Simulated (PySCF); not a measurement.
System: C3H2NS, charge 0, multiplicity 2. It need not be the lowest isomer of its formula. SMILES: [c]1nccs1
Geometry: optimised at B3LYP-D3(BJ)/def2-TZVP (Ansatz).

Dispersion corrections to the total energy (kcal/mol) from the dftd3 and dftd4 libraries through PySCF: D3(BJ) without and D4 with the three-body term, each with the damping fitted for the functional named.

```csv
functional,D3(BJ),D4
PW6B95,?,-4.07
BHLYP,-6.20,-5.29
r2SCAN,-1.09,-0.99
TPSS,-5.40,-5.99
revPBE,-11.05,?
B2GP-PLYP,-3.08,-1.79
HSE06,?,-3.37
```

Problem. Complete the blanks.

Solution. 
- PW6B95, D3(BJ): -2.17
- revPBE, D4: -14.89
- HSE06, D3(BJ): -2.76
